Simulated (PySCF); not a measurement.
A PySCF script (with the pyscf-properties extension) for the NMR shieldings of SMILES [BH3-][P@@+](C)(C=C)CC, C5H14BP, on a GFN2-xTB geometry:

```python
import basis_set_exchange as bse
import numpy as np
from pyscf import gto, dft
from pyscf.prop import nmr

atoms = """
B    -2.421819   -0.456329    0.173568
P    -0.499335   -0.372610    0.124682
C     0.373734   -1.683409    1.067742
C     0.279431   -0.531258   -1.505024
C     0.120236    0.366212   -2.465382
C     0.206673    1.197513    0.798138
C     1.721368    1.329871    0.721986
H    -2.791005    0.478127   -0.468458
H    -2.703037   -1.507442   -0.313064
H    -2.694686   -0.379692    1.332219
H     1.453139   -1.634410    0.939015
H     0.120688   -1.581637    2.121708
H     0.009700   -2.648810    0.719681
H     0.829756   -1.447878   -1.683041
H     0.548362    0.242044   -3.447655
H    -0.454651    1.264163   -2.305103
H    -0.274625    2.007229    0.243300
H    -0.138549    1.267308    1.833688
H     2.027212    2.315607    1.068219
H     2.212336    0.587164    1.345999
H     2.066152    1.205180   -0.302690
"""
names = dict.fromkeys(["B", "P", "C", "H"], "pcSseg-1")
basis = {el: gto.basis.parse(bse.get_basis(n, elements=[el], fmt="nwchem")) for el, n in names.items()}
mol = gto.M(atom=atoms, basis=basis, charge=0, verbose=0)
mf = dft.RKS(mol, xc="PBE0")
mf.grids.level = 2
mf.grids.alignment = dft.numint.BLKSIZE   # the property module wants whole blocks of grid points
mf.conv_tol = 1e-9
mf.kernel()

calc = nmr.RKS(mf)   # GIAO
C = mf.mo_coeff
Co = C[:, mf.mo_occ > 0]
resp = mf.gen_response(singlet=True, hermi=2)
def vind(x):   # induced exchange potential for any number of trial vectors
    d = np.einsum("pi,xij,qj->xpq", C, 2 * x.reshape(-1, C.shape[1], Co.shape[1]), Co, optimize=True)
    return np.einsum("xpq,pi,qj->xij", resp(d - d.transpose(0, 2, 1)), C, Co, optimize=True).ravel()
mo1, _ = nmr.rhf.solve_mo1(calc, with_cphf=vind)
sigma = calc.kernel(mo1)
for i, s in enumerate(sigma):   # ppm
    print("%2d %-2s %9.2f" % (i, mol.atom_pure_symbol(i), np.trace(s) / 3))
```

Task: What does it print?

Result: 
```
 0 B     146.39
 1 P     319.60
 2 C     175.94
 3 C      44.59
 4 C      45.76
 5 C     160.90
 6 C     177.91
 7 H      30.95
 8 H      30.88
 9 H      31.05
10 H      30.22
11 H      30.79
12 H      30.29
13 H      25.41
14 H      25.15
15 H      25.58
16 H      29.95
17 H      30.09
18 H      30.48
19 H      30.84
20 H      30.49
```

These numbers come from an equivalent density-fitted implementation of the same equations, which agrees with the script to about 0.01 ppm for H and up to a few tenths of a ppm for heavy atoms, so last digits may differ.

Size and cost of the density-fitted run: 196 basis functions, 24 s wall time on 1 thread of an Intel Xeon 6975P-C, shared host; peak memory 0.88 GiB.
